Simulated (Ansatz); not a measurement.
Two isomers of CH4AlNO: A = `C1[NH][AlH][O]1`, B = `[NH2][AlH][CH]=O`.

Gas-phase electronic energies from Ansatz, PBE0-D4/def2-TZVP geometries. CBS: MP2 limit from def2 TZ/QZ plus the TZ coupled-cluster correction, frozen cores. Functionals use def2-TZVPP. One conformer a species, not always the lowest.

A:

```xyz
8

C    -0.2305   -0.0766   -0.8892
N     0.7070    0.5694    0.0336
Al   -0.1246   -0.2670    1.3377
O    -1.0448   -0.8459   -0.0112
H     0.2710   -0.7379   -1.6092
H    -0.8512    0.6454   -1.4375
H     1.4150    1.1864   -0.3168
H    -0.1420   -0.4739    2.8925
```

B:

```xyz
8

N    -1.1217    0.3100   -1.0088
Al   -0.3925    0.3498    0.5901
C     1.4154   -0.5617    0.6068
O     1.8062   -1.0274   -0.4424
H    -2.0124    0.6922   -1.2790
H    -0.6623   -0.1239   -1.7947
H    -1.1121    1.0307    1.8256
H     2.0794   -0.6696    1.5025
```

(1) Which is lower in electronic energy at CCSD(T)/CBS, and by how much? (An estimate is asked.)

(2) Give E(B) − E(A) in kcal/mol with PBE-D4, CCSD/def2-TZVPP, LDA (SPW92), r2SCAN-D4, ωB97M-V, CCSD(T)/def2-TZVPP, HF/def2-TZVPP. (An estimate is asked.)

(3) Does the order hold for the free energy at 298.15 K (harmonic terms from PBE0-D4)? (An estimate is asked.)

Largest T1 diagnostic: 0.015.

## Answers

(1) Ansatz gave: A, by 19.7 kcal/mol.

(2) Computed: PBE-D4 18.6, CCSD/def2-TZVPP 19.2, LDA (SPW92) 27.5, r2SCAN-D4 20.9, ωB97M-V 19.5, CCSD(T)/def2-TZVPP 19.0, HF/def2-TZVPP 15.9. None reverses the order clearly.

(3) The calculation gave: Yes: G(B) − G(A) = +15.5 kcal/mol, for one conformer each.

At CCSD(T), def2-SVP lies −3.7 kcal/mol from the extrapolated value and def2-TZVPP −0.7 kcal/mol. From r2SCAN to r2SCAN0 (25 % exact exchange), in def2-TZVPP and without D4, E(B) − E(A) moves by +2.0 kcal/mol.
